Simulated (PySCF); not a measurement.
C₂H₄Cl₂Si₂.

```xyz
10

Si     3.7092    -0.0258     0.5694
C      1.8720    -0.1183     0.4608
C      0.6515    -0.1762     0.3828
Si    -1.1626    -0.2721     0.2830
Cl    -1.9368     1.6415     0.2778
Cl    -1.6889    -1.2323    -1.4669
H      4.2239     0.7510    -0.5903
H      4.2654    -1.4056     0.5444
H      4.0854     0.6492     1.8409
H     -1.7310    -1.0146     1.4253
```

Geometry: B3LYP-D3(BJ)/def2-SVP. The structure was generated by enumeration, and PubChem lists no compound with its InChIKey, so it may never have been made.

Calculation: PBE0/pcSseg-1 (PySCF). Non-relativistic, no solvent.

Computed absolute GIAO shielding of each atom: isotropic value and principal components (ppm):
```json
[
 {"atom": "Si1", "σ(iso)": "446.2", "σ11": "439.6", "σ22": "440.0", "σ33": "459.0", "span": "19.4"},
 {"atom": "C2", "σ(iso)": "67.8", "σ11": "-24.5", "σ22": "-20.2", "σ33": "248.0", "span": "272.5"},
 {"atom": "C3", "σ(iso)": "68.8", "σ11": "-34.6", "σ22": "-26.5", "σ33": "267.6", "span": "302.2"},
 {"atom": "Si4", "σ(iso)": "368.6", "σ11": "325.0", "σ22": "383.2", "σ33": "397.5", "span": "72.5"},
 {"atom": "Cl5", "σ(iso)": "857.5", "σ11": "716.8", "σ22": "866.6", "σ33": "989.2", "span": "272.4"},
 {"atom": "Cl6", "σ(iso)": "857.5", "σ11": "716.8", "σ22": "866.6", "σ33": "989.2", "span": "272.4"},
 {"atom": "H7", "σ(iso)": "27.1", "σ11": "23.6", "σ22": "25.7", "σ33": "31.9", "span": "8.3"},
 {"atom": "H8", "σ(iso)": "27.1", "σ11": "23.7", "σ22": "25.6", "σ33": "32.0", "span": "8.4"},
 {"atom": "H9", "σ(iso)": "27.1", "σ11": "23.7", "σ22": "25.6", "σ33": "32.0", "span": "8.4"},
 {"atom": "H10", "σ(iso)": "25.7", "σ11": "22.4", "σ22": "23.1", "σ33": "31.5", "span": "9.1"}
]
```
